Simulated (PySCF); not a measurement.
C8H11P.
Z-matrix (Å and degrees, PBE0-D3(BJ)/def2-SVP geometry), rows numbered from 1:
```
C 
C   1  1.5283
C   2  1.5293  1  111.31
C   2  1.5196  1  112.10  3  -125.30
C   4  1.3939  2  118.98  1  -122.04
C   5  1.3963  4  124.93  2  -179.26
C   6  1.3927  5  122.81  4     0.04
C   7  1.3917  6  122.46  5    -0.02
P   8  1.7328  7  125.79  6    -0.03
H   1  1.1012  2  110.68  3   -58.11
H   1  1.1020  2  111.01  3    61.52
H   1  1.1003  2  111.27  3  -178.52
H   2  1.1045  1  107.71  3   117.85
H   3  1.1014  2  110.81  1    56.94
H   3  1.1003  2  111.25  1   177.47
H   3  1.1020  2  110.75  1   -62.79
H   5  1.0968  4  117.47  2     0.77
H   6  1.0930  5  118.38  4  -179.95
H   7  1.0947  6  118.56  5  -179.99
H   8  1.0956  7  118.09  6  -179.95
```

ESP-fitted charges (e) from the PBE0/pcSseg-1 density (PySCF), one withheld:

```json
{"atom": "C1", "bonded to": "C2 H10 H11 H12", "charge": "-0.4543"}
{"atom": "C2", "bonded to": "C1 C3 C4 H13", "charge": "+0.2341"}
{"atom": "C3", "bonded to": "C2 H14 H15 H16", "charge": "-0.4292"}
{"atom": "C4", "bonded to": "C2 C5 P9", "charge": "+0.4051"}
{"atom": "C5", "bonded to": "C4 C6 H17", "charge": "-0.5629"}
{"atom": "C6", "bonded to": "C5 C7 H18", "charge": "+0.2090"}
{"atom": "C7", "bonded to": "C6 C8 H19", "charge": "?"}
{"atom": "C8", "bonded to": "C7 P9 H20", "charge": "+0.1285"}
{"atom": "P9", "bonded to": "C8 C4", "charge": "-0.2979"}
{"atom": "H10", "bonded to": "C1", "charge": "+0.1269"}
{"atom": "H11", "bonded to": "C1", "charge": "+0.1210"}
{"atom": "H12", "bonded to": "C1", "charge": "+0.0966"}
{"atom": "H13", "bonded to": "C2", "charge": "+0.0046"}
{"atom": "H14", "bonded to": "C3", "charge": "+0.1188"}
{"atom": "H15", "bonded to": "C3", "charge": "+0.0930"}
{"atom": "H16", "bonded to": "C3", "charge": "+0.1142"}
{"atom": "H17", "bonded to": "C5", "charge": "+0.1880"}
{"atom": "H18", "bonded to": "C6", "charge": "+0.0901"}
{"atom": "H19", "bonded to": "C7", "charge": "+0.2023"}
{"atom": "H20", "bonded to": "C8", "charge": "+0.1081"}
```

Question: What is the charge on C7?

Answer: The charges add up to the total charge, 0. The others sum to +0.4960, which leaves -0.4960 e for C7 (aromatic CH carbon); the computed value is -0.4958, the difference coming from rounding.

Question: Add each hydrogen's charge to the atom that carries it.

Answer: C1 -0.1098, C2 +0.2387, C3 -0.1032, C5 -0.3749, C6 +0.2991, C7 -0.2935, C8 +0.2366. Atoms without hydrogen keep their charges.

Question: Across which bond do the charges differ most?

Answer: C4–C5: +0.4051 on C4 against -0.5629 on C5, a difference of 0.9680 e.

Question: Take the bonds between elements whose Pauling electronegativities differ by more than 0.25. In how many does the more electronegative atom carry the lower charge?

Answer: In 8 of 13; it doesn't in C8–P9, C4–P9, C2–H13, C6–H18 and C8–H20.

Question: How much positive and how much negative charge does this set hold in all?

Answer: +2.2403 e on 15 atoms and -2.2401 e on 5.

The ESP scheme is a least-squares fit of atom-centred charges to the potential on four shells outside the van der Waals surface, with the total charge fixed. Isolated species at its PBE0-D3(BJ)/def2-SVP geometry (one conformer only).
